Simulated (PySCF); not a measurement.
Vertical excitation energies

Species: cis-Sn(H2O)2Cl4.
Bonds: Sn1–O2, Sn1–Cl5, Sn1–O6, Sn1–Cl9, Sn1–Cl10, Sn1–Cl11. Hydrogens: H3, H4 on O2; H7, H8 on O6.

The calculation used PySCF, TDDFT PBE0/def2-SVPD, vertical, gas phase, core orbitals frozen in the response, def2 core potentials past Kr. Geometry: PBE0-D3(BJ)/def2-SVP; no solvent, vibrations or thermal averaging. Spin–orbit coupling is left out.

**Question.** What does the calculation give for the low-lying excited states?

**Answer.** 

```tsv
state	E (eV)	ν̃ (cm⁻¹)	f	main configurations (H = HOMO, L = LUMO)
S1	4.49	36230	0.0001	H→L (99%)
S2	4.56	36780	0.010	H-1→L (98%)
S3	4.73	38120	0.0018	H-2→L (99%)
S4	4.95	39930	0.0095	H-3→L (78%), H-5→L (21%)
S5	5.03	40600	0.043	H-4→L (97%)
S6	5.11	41250	0.033	H-5→L (75%), H-3→L (18%)
S7	5.22	42120	0.038	H-6→L (97%)
S8	5.29	42670	0.0000	H-7→L (98%)
S9	6.10	49190	0.032	H-8→L (89%)
S10	6.43	51850	0.072	H-9→L (92%)
```

Triplets (Tamm–Dancoff): T1 4.21 eV, H→L (98%); T2 4.24 eV, H-1→L (98%); T3 4.45 eV, H-2→L (98%); T4 4.58 eV, H-3→L (93%).

The lowest singlet lies at 4.49 eV (276 nm, ultraviolet) and is dark (f under 0.0005); its leading configuration is HOMO→LUMO (99%). The most intense listed level is S10 at 6.43 eV (193 nm, f = 0.072), 1.94 eV above S1. It is the last of those listed, so stronger ones may follow. Löwdin shares by element: HOMO chlorine 98%; LUMO chlorine 47% or more, tin 25% (atoms not listed hold the other 28%). Of the 10 states listed, 6 reach f = 0.01 and 2 stay under 0.0005. Weighted by f, the mean energy of these states is 5.61 eV. Orbital energies (eV): HOMO-3 -9.34, HOMO-2 -9.14, HOMO-1 -8.96, HOMO -8.91, LUMO -3.12, LUMO+1 -0.59, LUMO+2 -0.10. The vertical ionisation energy (ΔSCF) is 10.66 eV, 4.23 eV above S10. The window holds the lowest 10 singlets.
